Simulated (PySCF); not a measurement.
CF3SO3CF3, C₂F₆O₃S.
SMILES: `O=S(=O)(OC(F)(F)F)C(F)(F)F`

Torsions of this conformer, `[O:1]=[S:2](=[O:3])([O:4][C:5]([F:6])([F:7])[F:8])[C:9]([F:10])([F:11])[F:12]`: O1–S2–O4–C5 -143°, S2–O4–C5–F6 -58°, O1–S2–C9–F10 -50°.

The closed-shell ground state was solved at several levels (PySCF, density fitting, gas phase, non-relativistic). One conformer (not necessarily the lowest) at the PBE0-D3(BJ)/def2-SVP geometry, without solvent, vibrations or thermal averaging.

```json
{"level": "PBE/pcSseg-2", "basis functions": "439", "total energy (Eh)": "-1298.5029", "HOMO (eV)": "-8.84", "LUMO (eV)": "-1.59", "gap (eV)": "7.25", "dipole (D)": "1.57"}
{"level": "CAM-B3LYP/def2-SVPD", "basis functions": "274", "total energy (Eh)": "-1298.0889", "HOMO (eV)": "-12.06", "LUMO (eV)": "0.44", "gap (eV)": "12.50", "dipole (D)": "1.60"}
```

(1) Estimate the row for PBE0/pcSseg-1, a basis of 211 functions; the other rows only guide the guess.

(2) Over all these levels, which gives the widest orbital gap and which the narrowest?

(3) How far do the dipole and the HOMO energy spread over the levels?

## Answers

(1) Total energy -1297.9593 Eh, HOMO -10.46 eV, LUMO -0.55 eV, gap 9.91 eV, dipole 1.58 D.

(2) CAM-B3LYP/def2-SVPD (range-separated hybrid) has the widest, 12.50 eV, and PBE/pcSseg-2 (GGA) the narrowest, 7.25 eV. Functional and basis both differ between the two, so the spread mixes both effects.

(3) The dipole runs from 1.57 to 1.60 D (mean 1.58 D) and the HOMO from -12.06 to -8.84 eV.
